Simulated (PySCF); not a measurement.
# UHF on Pt (platinum, neutral)

Configuration: [Xe] 4f14 5d10, closed-shell 1S (an excited configuration). Computed with PySCF 2.14 in aug-cc-pVDZ-PP with ECP60MDF, with a scalar-relativistic core potential.

| Quantity | Value |
| --- | --- |
| Total energy | -118.475684 hartree |
| One-electron energy | -210.4364 hartree |
| Hartree (Coulomb) energy | 102.9140 hartree |
| Exchange energy | -10.9533 hartree |
| ⟨S²⟩ | 0.0000 |
| ⟨L²⟩ | 0.000 |
| Sum of ⟨r⟩ | 26.35 bohr |
| Sum of ⟨r²⟩ | 47.95 bohr² |

| shell | electrons | mean orbital energy (eV) | rms radius, mean of both spins (bohr) |
| --- | --- | --- | --- |
| 5s | 2 | -116.44 | 1.04 |
| 5p | 6 | -66.851 | 1.20 |
| 5d | 10 | -8.753 | 1.93 |

Energies and moments cover only the electrons outside the core potential. Spin-orbit coupling, which splits the p, d and f shells strongly at this Z, is absent.
